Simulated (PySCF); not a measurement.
NbBr2, SMILES [Br][Nb][Br] (connectivity only; charge and spin as stated), neutral, multiplicity 4. Atoms are numbered in the order given.

```xyz
3

Nb     0.0000     0.0000     0.0000
Br     0.0000     0.0000    -2.4632
Br     0.0000     0.0000     2.4632
```
Charge 0, spin multiplicity 4.

Geometry optimised at B3LYP-D3(BJ)/def2-SVP. The spin state was assumed, not searched. The def2 effective core potentials stand for the cores of Nb; spin–orbit coupling is left out.

Method: PBE/def2-TZVPD (PySCF).

Gas-phase values at a fixed geometry.

### Question
Estimate the frontier levels, dipole moment and polarisability. (The exact figures need the calculation; the answer reports its results.)

### Answer

* **α spin, highest occupied and lowest empty level**: -5.13 and -4.24 eV
* **β spin, highest occupied and lowest empty level**: -7.78 and -3.39 eV
* **dipole moment**: 0.000 e·Å
* **mean static polarisability**: 99.9 bohr³ (14.81 Å³)
* **polarisability, principal values**: 77.7, 77.7, 144.4 bohr³
* **⟨S²⟩**: 3.776 (pure state 3.75)
